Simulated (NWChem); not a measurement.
# BeSiH4S; SMILES [SiH3][Be][SH]

```xyz
7

Be    -0.0399     0.1597     0.0043
S     -0.0570     2.0746    -0.0002
H      1.2966     2.1330    -0.0005
Si    -0.0154    -2.0168     0.0002
H     -0.9833    -2.5858    -0.9936
H     -0.3673    -2.5950     1.3377
H      1.3404    -2.5489    -0.3611
```
Atoms are numbered in this order, from 1.

Coordinates come from a PBE0/def2-SVP optimisation.

**Question.** List the 6 lowest vertical singlet excitations and the 6 lowest triplet ones from LRC-wPBEh/6-31G* (spherical d), full TDDFT (NWChem).

**Answer.** 
| state | energy (eV) | oscillator strength | leading excitation (squared amplitude) |
|---|---|---|---|
| S1 | 5.20 | 0.000 | HOMO → LUMO (0.97) |
| S2 | 5.51 | 0.040 | HOMO−1 → LUMO (0.96) |
| S3 | 5.97 | 0.031 | HOMO−1 → LUMO+1 (0.96) |
| S4 | 6.23 | 0.126 | HOMO → LUMO+1 (0.92) |
| S5 | 6.98 | 0.017 | HOMO → LUMO+2 (0.80) |
| S6 | 7.37 | 0.056 | HOMO−2 → LUMO (0.70) |
| T1 | 4.28 | spin-forbidden | HOMO−1 → LUMO (0.95) |
| T2 | 4.71 | spin-forbidden | HOMO−1 → LUMO+1 (0.96) |
| T3 | 5.00 | spin-forbidden | HOMO → LUMO (0.94) |
| T4 | 5.13 | spin-forbidden | HOMO → LUMO+1 (0.95) |
| T5 | 6.30 | spin-forbidden | HOMO → LUMO+2 (0.77) |
| T6 | 6.31 | spin-forbidden | HOMO−2 → LUMO (0.73) |
